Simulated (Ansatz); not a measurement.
## Molecular dynamics of H$_{12}$Si$_{5}$

Input:

```yaml
crystal:
  periodic: [false, false, false]
  atoms:
    - { symbol: Si, position_ang: [-0.001114, -0.000817, -0.002616] }
    - { symbol: Si, position_ang: [-0.001668, -0.025176, 2.255032] }
    - { symbol: H, position_ang: [-1.320689, -0.341776, 2.783726] }
    - { symbol: H, position_ang: [0.928527, -1.015351, 2.778448] }
    - { symbol: H, position_ang: [0.388002, 1.269273, 2.795554] }
    - { symbol: Si, position_ang: [2.133573, 0.023127, -0.742453] }
    - { symbol: H, position_ang: [2.686917, -1.322223, -0.800702] }
    - { symbol: H, position_ang: [2.227666, 0.59248, -2.079076] }
    - { symbol: H, position_ang: [2.993937, 0.811248, 0.128432] }
    - { symbol: Si, position_ang: [-1.075124, 1.849729, -0.731851] }
    - { symbol: H, position_ang: [-2.494285, 1.597126, -0.936114] }
    - { symbol: H, position_ang: [-0.959849, 2.946587, 0.218642] }
    - { symbol: H, position_ang: [-0.52884, 2.31341, -1.99925] }
    - { symbol: Si, position_ang: [-1.054346, -1.847098, -0.778451] }
    - { symbol: H, position_ang: [-1.794144, -2.51984, 0.279869] }
    - { symbol: H, position_ang: [-2.006168, -1.519166, -1.830114] }
    - { symbol: H, position_ang: [-0.112994, -2.811433, -1.329376] }
basis:
  gaussian: { orbitals: STO-3G }
hamiltonian:
  xc: pbe
  dispersion: d4
md:
  timestep: 3.0
  n_steps: 40
  ensemble: nvt_nose_hoover
  temperature: 300.0
  initial_velocities: maxwell_boltzmann
  seed: 187107
```

Launched with:

```bash
$ ansatz run input.yaml --threads 1 --pin off --max-ram 2048MiB --backend cpu --events-out ev --progress --plain --runs-dir out
```

It starts from a relaxed structure.

Output, in part (step lines, the closing report, with atoms numbered from 0):

```
md step     0: t =     0.00 fs  T =   300.0 K  F+E_penalty+E_count = -39106.23914148 eV  E_kin = 0.581670 eV  conserved = -39105.65747148 eV  (19 SCF iters)
[... lines left out ...]
Total energy: -39105.88162030 eV, -1437.1146426273 hartree
Atom 0 at    -0.018326    -0.008289     0.016035 Å, force    -0.165533     0.091280    -0.637336 eV/Å
Atom 1 at    -0.030246    -0.089743     2.281213 Å, force     0.665213     0.415837     0.695186 eV/Å
Atom 2 at    -1.311349    -0.501150     2.759598 Å, force    -0.700304    -0.337475     0.129844 eV/Å
Atom 3 at     0.947772    -0.971054     2.967851 Å, force    -0.313594     0.266264    -0.646238 eV/Å
Atom 4 at     0.151867     1.224046     2.920732 Å, force     0.079855    -0.215292    -0.387608 eV/Å
Atom 5 at     2.151525     0.087069    -0.715034 Å, force     0.929106    -0.310896    -0.190208 eV/Å
Atom 6 at     3.080017    -0.752410     0.126106 Å, force    -0.732887     0.730903    -0.467523 eV/Å
Atom 7 at     2.222894    -0.554286    -2.051511 Å, force    -0.025348     0.411293     0.467964 eV/Å
Atom 8 at     2.768642     1.465661    -0.844512 Å, force    -0.668634    -1.111497     0.199457 eV/Å
Atom 9 at    -1.029598     1.899477    -0.783538 Å, force    -1.243478    -1.570327     0.831087 eV/Å
Atom 10 at    -2.317073     2.254932    -0.113241 Å, force     0.808618    -0.202016    -0.335204 eV/Å
Atom 11 at    -0.074624     2.892307    -0.550271 Å, force     0.851532     1.446018     0.145687 eV/Å
Atom 12 at    -1.291390     1.814549    -2.202556 Å, force     0.014191    -0.019340    -0.250948 eV/Å
Atom 13 at    -1.082143    -1.885746    -0.804747 Å, force     1.005126     0.509521    -0.154019 eV/Å
Atom 14 at    -0.723643    -2.938272     0.124520 Å, force    -0.076555    -0.358293    -0.081271 eV/Å
Atom 15 at    -2.523835    -1.752911    -0.791789 Å, force    -0.183251     0.052949    -0.036532 eV/Å
Atom 16 at    -0.639527    -2.264725    -2.175189 Å, force    -0.244057     0.201071     0.717662 eV/Å
Dipole moment:    -0.071103     0.017764    -0.077871 e Å
```

The steps, from the saved trajectory:

| time (fs) | T (K) | potential energy less start (eV) | conserved less start (meV/atom) |
| --- | --- | --- | --- |
| 0 | 300 | 0.000 | 0.00 |
| 3 | 221 | 0.269 | 6.80 |
| 6 | 199 | 0.233 | 2.13 |
| 9 | 122 | 0.483 | 8.11 |
| 12 | 176 | 0.278 | 2.10 |
| 15 | 164 | 0.370 | 6.14 |
| 18 | 188 | 0.275 | 3.18 |
| 21 | 150 | 0.416 | 7.13 |
| 24 | 172 | 0.343 | 5.22 |
| 27 | 198 | 0.292 | 5.05 |
| 30 | 221 | 0.246 | 4.78 |
| 33 | 200 | 0.286 | 4.56 |
| 36 | 126 | 0.479 | 7.38 |
| 39 | 112 | 0.456 | 4.19 |
| 42 | 101 | 0.519 | 6.64 |
| 45 | 169 | 0.321 | 2.44 |
| 48 | 156 | 0.435 | 7.45 |
| 51 | 184 | 0.310 | 3.06 |
| 54 | 144 | 0.459 | 7.06 |
| 57 | 183 | 0.304 | 2.10 |
| 60 | 156 | 0.441 | 6.75 |
| 63 | 163 | 0.383 | 3.76 |
| 66 | 106 | 0.551 | 6.88 |
| 69 | 112 | 0.490 | 3.85 |
| 72 | 118 | 0.518 | 5.86 |
| 75 | 164 | 0.422 | 5.18 |
| 78 | 182 | 0.405 | 5.81 |
| 81 | 189 | 0.396 | 5.66 |
| 84 | 194 | 0.377 | 4.55 |
| 87 | 191 | 0.423 | 6.47 |
| 90 | 212 | 0.366 | 5.02 |
| 93 | 196 | 0.438 | 7.00 |
| 96 | 202 | 0.390 | 4.38 |
| 99 | 201 | 0.439 | 6.62 |
| 102 | 238 | 0.349 | 5.06 |
| 105 | 243 | 0.376 | 6.72 |
| 108 | 241 | 0.363 | 5.24 |
| 111 | 227 | 0.408 | 5.74 |
| 114 | 235 | 0.406 | 6.10 |
| 117 | 269 | 0.341 | 5.68 |
| 120 | 273 | 0.358 | 6.65 |

The run went to its last step. The conserved energy wandered by up to 8.1 meV per atom (net 6.7 meV per atom), which is poor conservation. The mean temperature of the second half is 35 % below the set value. A step of 3 fs is long for free X–H stretches (periods near 10 fs) and can bias their spread and the temperature. A run of 0.12 ps of so small a system gives no equilibrium averages. Limits of this set-up: minimal basis.

The same pairs are bonded in the first frame and the last. Pairs count as bonded within 1.25 times the sum of covalent radii (0.12 Å more for H–H).

Last frame:

```xyz
17
Properties=species:S:1:pos:R:3
Si -0.018 -0.008 0.016
Si -0.030 -0.090 2.281
H -1.311 -0.501 2.760
H 0.948 -0.971 2.968
H 0.152 1.224 2.921
Si 2.151 0.087 -0.715
H 3.080 -0.752 0.126
H 2.223 -0.554 -2.051
H 2.769 1.466 -0.845
Si -1.030 1.899 -0.783
H -2.317 2.255 -0.113
H -0.075 2.892 -0.550
H -1.291 1.815 -2.203
Si -1.082 -1.886 -0.805
H -0.724 -2.938 0.124
H -2.524 -1.753 -0.792
H -0.639 -2.265 -2.175
```

The run took 93 s on 1 thread of Intel(R) Xeon(R) 6975P-C (Granite Rapids) (shared host), peak memory 0.13 GiB.
